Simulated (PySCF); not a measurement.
A GIAO shielding run with PySCF (density fitting, non-relativistic, gas phase) on SMILES [SiH3]S[C@@H]1C[C@@]12C[C@@H]2S, C5H10S2Si:

```
$ OMP_NUM_THREADS=1 python probes_run.py task.json out

{"job": {"kind": "nmr", "xc": "PBE0", "basis": "pcSseg-1"}, "charge": 0, "multiplicity": 1}
Si     3.317231     0.143506    -0.514044
S      1.489117     1.207829    -0.164888
C      0.510838    -0.122996     0.563249
C     -0.133552    -1.148529    -0.342871
C     -0.948740    -0.122022     0.342756
C     -2.191091    -0.040640     1.141964
C     -1.967331     0.879784    -0.034501
S     -2.962458     0.614597    -1.515498
H      3.015923    -0.979953    -1.393895
H      4.171672     1.144234    -1.123317
H      3.803546    -0.337586     0.774387
H      0.896889    -0.438316     1.524354
H      0.018532    -1.044413    -1.408402
H     -0.184576    -2.173902    -0.004246
H     -2.155216     0.384597     2.134456
H     -2.918326    -0.831203     1.023625
H     -1.769101     1.927577     0.149618
H     -2.002116     0.943754    -2.377735
```

Hardware: 1 thread of an Arm Neoverse V1, shared host. The job also computes population analyses, field gradients, ring-centre shieldings.

Question: How large is the calculation?

Answer: 86 electrons, 207 basis functions and 1142 auxiliary functions.

Question: How long does it take, and how much memory does it need?

Answer: 59 s of wall time, with 13 SCF cycles and 5 response iterations; peak memory 0.93 GiB. Times on a shared host scatter by some tens of per cent.
